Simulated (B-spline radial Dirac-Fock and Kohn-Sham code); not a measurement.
Model: relativistic Hartree-Fock (Dirac-Fock) wave functions, averaged over the configuration. Program: a radial finite-basis atomic code.

**Question.** This computed X-ray form factor belongs to an atom or ion in its tabulated ground configuration. Which?

```tsv
sin θ/λ (Å⁻¹)	f₀
0.1	9.662
0.2	8.752
0.25	8.156
0.3	7.514
0.35	6.856
0.6	4.046
0.7	3.287
1	2.023
2	1.120
```

**Answer.** Mg²⁺, with 10 electrons in [He] 2s2 2p6. f₀ tends to the number of electrons as s goes to zero, which the first rows give only roughly, and the rate of fall reflects the nuclear charge, 12.

**Question.** This computed X-ray form factor belongs to an atom or ion in its tabulated ground configuration. Which?

```tsv
sin θ/λ (Å⁻¹)	f₀
0.05	47.905
0.25	45.702
0.8	31.137
0.9	28.456
1.1	23.875
1.2	22.020
1.6	17.066
2	14.291
5	4.698
```

**Answer.** Re²⁷⁺, with 48 electrons in [Kr] 4d10 4f2. f₀ tends to the number of electrons as s goes to zero, which the first rows give only roughly, and the rate of fall reflects the nuclear charge, 75.
